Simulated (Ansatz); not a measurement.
```csv
atom,x (Å),y (Å),z (Å)
H,-0.0077,-0.0098,-1.5236
C,-0.0020,-0.0888,-0.4879
C,0.0160,0.0380,0.8306
```

Basis set: 6-31G (spherical functions). Left uncorrelated: 2 orbitals. Charge 0, multiplicity 2.

Computed with Ansatz (development build ahead of 0.2.0); each method stands on the lowest determinant of its kind that the runs found.

(1) Give the atomization energy at this shape (free ground-state atoms in the same class of orbitals less the molecule, no zero-point energy) of doublet C2H by UHF-MP2, UHF.

Answers

(1)

| method | atomization energy |
| --- | --- |
| UHF-MP2 | 206.36 kcal/mol |
| UHF | 166.98 kcal/mol |

Caution: the shape is not the minimum; the unrestricted determinant is a mixture of spin states.

This basis has no polarisation functions and is too small for such energies, which can lie far from measured ones in either direction.
